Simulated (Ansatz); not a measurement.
`N[SiH](O)CO` at its PBE0-D4/def2-TZVP geometry, where that method's forces vanish. The species carries charge 0 and has multiplicity 1.

```
atom   x (Å)   y (Å)   z (Å)
  N1   0.213   1.533  -0.386
 Si2   0.427   0.192   0.684
  O3  -0.747   0.269   1.832
  C4   0.196  -1.294  -0.440
  O5  -1.049  -1.146  -1.122
  H6   0.875   1.680  -1.133
  H7  -0.058   2.420   0.013
  H8   1.708   0.167   1.438
  H9  -1.631   0.048   1.531
 H10   0.139  -2.219   0.141
 H11   1.029  -1.424  -1.149
 H12  -1.101  -0.226  -1.410
```

Task: For each bond, give half the difference of the two atoms' forces along it (eV/Å; positive pushes the atoms apart) under PBE-D4, r2SCAN-D4, B3LYP-D4, ωB97M-V in def2-TZVPP. (Estimate.)

Result: Computed: 
```tsv
bond	length (Å)	PBE-D4	r2SCAN-D4	B3LYP-D4	ωB97M-V
N1–Si2	1.729	0.07	0.00	0.09	0.07
N1–H6	1.009	0.19	0.03	-0.02	-0.03
N1–H7	1.009	0.20	0.02	-0.03	-0.03
Si2–O3	1.643	0.31	0.04	0.11	0.12
Si2–C4	1.878	-0.12	-0.08	0.03	-0.05
Si2–H8	1.487	-0.02	-0.03	-0.17	-0.18
O3–H9	0.960	0.34	0.01	-0.02	-0.06
C4–O5	1.427	0.34	0.37	0.36	0.31
C4–H10	1.094	0.10	-0.05	-0.14	-0.11
C4–H11	1.101	0.07	-0.05	-0.11	-0.12
O5–H12	0.965	0.42	-0.01	-0.06	-0.13
```

B3LYP here is the variant with VWN-RPA as its local correlation; programs differ in this.
